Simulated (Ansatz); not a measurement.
Geometry optimisation, Ansatz, RKS BLYP-D4/def2-SVP.

Input:

```yaml
crystal:
  periodic: [false, false, false]
  atoms:
    - { symbol: B, position_ang: [0.0, 0.0, 0.0] }
    - { symbol: Cl, position_ang: [0.0, 0.0, 2.21] }
    - { symbol: F, position_ang: [1.1431, 0.0, -0.66] }
    - { symbol: F, position_ang: [-1.1431, 0.0, -0.66] }
    - { symbol: "N", position_ang: [0.0773, -1.7539, 0.5833] }
    - { symbol: H, position_ang: [-0.441, -2.5119, 0.0539] }
    - { symbol: Si, position_ang: [1.0434, -2.1779, 2.0663] }
    - { symbol: H, position_ang: [1.2276, -3.6248, 2.1308] }
    - { symbol: H, position_ang: [2.3474, -1.5244, 2.0018] }
    - { symbol: H, position_ang: [0.3313, -1.7252, 3.2578] }
    - { symbol: H, position_ang: [0.0556, -1.2621, 1.6502] }
basis:
  gaussian: { orbitals: def2-SVP }
hamiltonian:
  xc: blyp
  dispersion: d4
relax:
  f_tol: 0.15
  max_steps: 25
  restrain:
    - { distance: [0, 4], at: 1.55, k: 30.0 }
    - { distance: [10, 1], at: 1.37, k: 30.0 }
    - { distance: [0, 1], at: 3.06, k: 30.0 }
    - { distance: [10, 4], at: 2.26, k: 30.0 }
output:
  orbitals: {}
```

Command:

```bash
$ ansatz run input.yaml --threads 4 --pin off --max-ram 5120MiB --backend cpu --events-out ev --progress --plain --runs-dir out
```

**Question.** Where does it end, and by what steps?

**Answer.** The run converged. The restraints hold the end off the free minimum. After 14 steps the energy has fallen by 6.628 eV (the restraints' own energy left out); H11 moved furthest, 1.41 Å. The start is strongly strained (largest force component 9 eV/Å), so its close contacts needn't be bonds. Parted: Cl2–Si7 (2.42 → 4.09 Å), Si7–H11 (1.41 → 3.06 Å).

```csv
step,energy less start (eV),largest force component (eV/Å),accepted
0,0.0000,8.750,yes
1,-1.3923,5.823,yes
2,-2.6829,5.823,yes
3,-4.0511,3.378,yes
4,-5.2372,2.352,yes
5,-5.7909,2.348,yes
6,-6.1946,1.795,yes
7,-6.4239,1.895,yes
8,-6.5503,1.600,yes
9,-6.5985,1.751,yes
10,-6.6088,1.651,yes
11,-6.6216,1.535,yes
12,-6.6271,1.585,yes
13,-6.6309,1.514,no
14,-6.6279,1.540,yes
```

```xyz
11
Properties=species:S:1:pos:R:3
B 0.211 -0.607 -0.145
Cl -0.610 1.117 2.257
F 1.358 0.070 -0.166
F -0.776 -0.248 -0.970
N 0.044 -1.802 0.731
H -0.833 -2.310 0.578
Si 1.251 -2.502 1.830
H 1.541 -3.923 1.445
H 2.482 -1.668 1.728
H 0.731 -2.497 3.237
H -0.757 -0.207 2.109
```

Time of the run: 14 s on 4 threads of Intel(R) Xeon(R) 6975P-C (Granite Rapids) (shared host), peak memory 0.21 GiB.
